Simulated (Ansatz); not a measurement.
Ideal-gas functions of CH₄FNZn, SMILES `[NH2][Zn][CH2]F` at 800 K and 1 bar, from an Ansatz frequency run at PBE0-D4/def2-TZVP.

Molar mass 114.44 g/mol, point group Cs (symmetry number 1), electronic degeneracy 1, moments of inertia 18.112, 226.647, 238.923 u Å². Harmonic wavenumbers (cm⁻¹, unscaled): 67, 104, 142, 258, 340, 540, 642, 689, 734, 1029, 1249, 1275, 1464, 1560, 3038, 3089, 3574, 3667.

Use S(trans) = R[1.5 ln M + 2.5 ln T − 1.1517]; rotational temperatures θ = 24.2544 K / I; S(rot) = R[ln(√π/σ · √(T³/θAθBθC)) + 1.5]; for each mode x = 1.438777 ν̃/T, S = R[x/(eˣ − 1) − ln(1 − e⁻ˣ)] and H = RT x/(eˣ − 1); 1 cm⁻¹ = 0.0119627 kJ/mol; R = 8.31446 J/(mol·K).

Question: By hand: the entropy, in J/(mol·K).

Answer: Translation 188.5. Rotation: θ = 1.3391, 0.107, 0.1015 K, giving 118.2. Vibration, mode by mode: 25.91, 22.27, 19.69, 14.77, 12.53, 8.88, 7.57, 7.04, 6.58, 4.29, 3.14, 3.03, 2.32, 2.02, 0.23, 0.21, 0.10, 0.09, in all 140.7. Electronic 0.0. Sum 447.4 J/(mol·K).

Question: By hand: H − E and G − E in kJ/mol, counted from the electronic energy.

Answer: Zero-point energy ½ × 23461 × 0.0119627 = 140.3; thermal vibration 51.0; translation, rotation and pV give 4 RT = 26.6. H − E = 217.9 kJ/mol, and G − E = 217.9 − 800 × 447.4/1000 = -140.0 kJ/mol.

Vibration gives 31 % of the entropy, 67.9 J/(mol·K) of it from the modes under 150 cm⁻¹: soft modes count most, and the harmonic formula is weakest for them. The sum counts one conformer and one mirror image; others add a mixing term.
